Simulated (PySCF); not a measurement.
# Spin-rotation constants: `C(C)(/C=N/[SiH3])=C\C=O`, C$_{5}$H$_{9}$NOSi

Geometry (Å), atoms numbered from 1 in this order:
```xyz
17

C    -1.6807   -1.3991    0.2883
C    -0.6856   -0.2972    0.3813
C     0.6816   -0.5745   -0.0613
N     1.5637    0.3196   -0.1124
Si    3.2206    0.3592   -0.5582
C    -0.9801    0.9331    0.8613
C    -2.2867    1.3359    1.3527
O    -3.2755    0.6411    1.4056
H    -2.5253   -1.0876   -0.3251
H    -2.0898   -1.6209    1.2735
H    -1.2388   -2.2995   -0.1325
H     0.8762   -1.6188   -0.3425
H     3.2363    1.2949   -1.6797
H     3.8607    0.8891    0.6429
H     3.8280   -0.9206   -0.9434
H    -0.1913    1.6707    0.8874
H    -2.3203    2.3866    1.7017
```

Level of theory: GIAO PBE0/pcSseg-1 magnetisability, rotational g tensor and spin-rotation constants, non-relativistic, gas phase in PySCF 2.14.0. Geometry: GFN2-xTB.

Q: Give the nuclear spin-rotation constants along the inertial axes (H = +C I·J) beside the isotropic shieldings.

A: Rotational constants 4.8929, 0.6847, 0.6073 GHz. A star marks the isotopologue with that one atom substituted, in its own axes.
```csv
atom,isotope,Caa (kHz),Cbb (kHz),Ccc (kHz),mean (kHz),σ (ppm)
N4,14N,1.829,0.154,0.009,0.664,-139.0
H9,1H,-0.261,-0.067,-0.013,-0.114,28.8
H10,1H,-0.244,-0.067,-0.015,-0.108,28.8
H11,1H,-0.358,0.007,-0.075,-0.142,29.6
H12,1H,-0.240,0.058,-0.064,-0.082,22.8
H13,1H,-0.392,-0.047,0.015,-0.141,26.4
H14,1H,-0.402,-0.025,-0.003,-0.143,26.4
H15,1H,-0.234,0.007,-0.055,-0.094,26.7
H16,1H,0.081,0.006,-0.072,0.005,24.4
H17,1H,-0.323,0.075,-0.047,-0.098,21.2
C1,13C*,0.787,0.102,0.086,0.325,162.3
C2,13C*,2.571,0.269,0.085,0.975,30.6
C3,13C*,2.359,0.309,0.139,0.936,7.1
Si5,29Si*,-2.501,-0.382,-0.372,-1.085,406.4
C6,13C*,2.147,0.237,0.089,0.824,58.4
C7,13C*,2.365,0.358,0.138,0.954,-10.7
O8,17O*,-5.414,-0.581,-0.005,-2.000,-402.5
```
For the geometry as given, no vibrational averaging.

Q: How do the rotational constants and the g tensor change when H9, H10, H11, H12, H13, H14, H15, H16, H17 are replaced by deuterium?

A: Constants 3.7636, 0.6282, 0.5490 GHz; g -0.0890, -0.0181, -0.0059, against -0.1154, -0.0198, -0.0065 before.
